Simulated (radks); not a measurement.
Q: These are the eigenvalues of the occupied orbitals of an atom or ion with whole-number occupations (hartree). Method: non-relativistic Kohn-Sham, PBE, spin-unpolarised, spherical densities, point nucleus; computed with a radial shooting solver on a logarithmic mesh with Libxc functionals.

orbital  eigenvalue
1s         -8.50071

Which element is it, and in what charge state? The configuration may be excited.

A: Z = 5, boron, charge +3: B3+ in [He]. The 1s level, -8.5007 hartree, gives Z - s = 4.1 by -(Z - s)^2/2, which with screening narrows Z to a few neighbours, and the depths must fix Z and the occupations together.
